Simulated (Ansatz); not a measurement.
Consider the redistribution: `[CH3][Al]([OH])[O][SiH3]` + `C[SiH2]C[SiH2]Cl` → `C[SiH2][Al]([CH3])[OH]` + `[SiH3]OC[SiH2]Cl`.

Gas-phase electronic energies from Ansatz, PBE0-D4/def2-TZVP geometries. CCSD(T)/CBS is the MP2 limit (def2-TZVPP, def2-QZVPP) plus CCSD(T) − MP2 in def2-TZVPP, frozen cores. DFT in def2-TZVPP. B3LYP here is the variant with VWN-RPA as its local correlation; programs differ in this. Each species was taken in one conformer, which may not be the lowest.

`[CH3][Al]([OH])[O][SiH3]`:

```xyz
12

C    -0.745    2.122    0.295
Al   -0.633    0.414   -0.603
O    -1.543    0.148   -2.006
O     0.350   -0.826   -0.018
Si    1.357   -1.889    0.674
H    -1.344    2.836   -0.273
H    -1.197    2.013    1.285
H     0.249    2.552    0.448
H    -1.532   -0.677   -2.489
H     0.624   -2.723    1.665
H     1.949   -2.786   -0.355
H     2.464   -1.184    1.377
```

`C[SiH2]C[SiH2]Cl`:

Cartesian coordinates in Å:
```
C 1.132 -0.929 1.963
Si 0.953 -0.249 0.231
C -0.834 0.194 -0.146
Si -1.118 0.884 -1.842
Cl -3.118 1.319 -2.115
H 2.174 -1.184 2.174
H 0.530 -1.831 2.091
H 0.806 -0.195 2.704
H 1.421 -1.255 -0.763
H 1.796 0.969 0.071
H -1.180 0.928 0.591
H -1.453 -0.702 -0.026
H -0.740 -0.095 -2.891
H -0.368 2.147 -2.041
```

`C[SiH2][Al]([CH3])[OH]`:

Z-matrix (Å, degrees):
```
C
Si 1 1.886
H 1 1.092 2 111.0
H 1 1.092 2 110.9 3 120.2
H 1 1.092 2 110.8 3 -120.2
Al 2 2.464 1 113.9 3 179.2
H 2 1.497 1 108.7 3 56.7
H 2 1.496 1 108.9 3 -57.4
O 6 1.704 2 119.0 1 172.1
C 6 1.947 2 124.7 1 -8.2
H 9 0.956 6 122.9 2 -0.7
H 10 1.093 6 111.8 2 -179.3
H 10 1.095 6 111.1 2 59.8
H 10 1.095 6 111.1 2 -58.4
```

`[SiH3]OC[SiH2]Cl`:

Z-matrix (Å, degrees):
```
Si
O 1 1.649
H 1 1.480 2 106.4
H 1 1.489 2 110.3 3 -120.2
H 1 1.489 2 110.3 3 120.2
C 2 1.420 1 121.5 3 -179.8
Si 6 1.881 2 106.6 1 -179.8
H 6 1.098 2 111.5 1 -59.6
H 6 1.098 2 111.4 1 60.0
Cl 7 2.060 6 108.0 2 -179.8
H 7 1.481 6 110.6 2 61.6
H 7 1.481 6 110.6 2 -61.3
```

```
             level  ΔE (kcal/mol)  difference from CCSD(T)/CBS
            PBE-D4           61.7                         -7.8
         r2SCAN-D4           68.5                         -1.0
           PBE0-D4           64.8                         -4.7
          B3LYP-D4           67.1                         -2.4
           ωB97X-V           66.8                         -2.7
           ωB97M-V           69.5                          0.0
            B2PLYP           69.1                         -0.4
               PBE           61.3                         -8.2
            r2SCAN           68.4                         -1.1
              PBE0           64.5                         -5.0
             B3LYP           66.5                         -3.0
     HF/def2-TZVPP           71.1                          1.6
    MP2/def2-TZVPP           72.9                          3.4
SCS-MP2/def2-TZVPP           71.4                          1.9
   CCSD/def2-TZVPP           69.4                         -0.1
CCSD(T)/def2-TZVPP           68.8                         -0.7
     HF/def2-QZVPP           71.6                          2.1
    MP2/def2-QZVPP           73.5                          4.0
SCS-MP2/def2-QZVPP           72.0                          2.5
      HF/CBS(def2)           71.6                          2.1
     MP2/CBS(def2)           73.6                          4.1
    CCSD/CBS(def2)           70.2                          0.7
       CCSD(T)/CBS           69.5                            0
```

Largest T1 diagnostic among the species: 0.012.

From PBE to PBE0 (25 % exact exchange), in def2-TZVPP and without D4, ΔE moves by +3.2 kcal/mol.
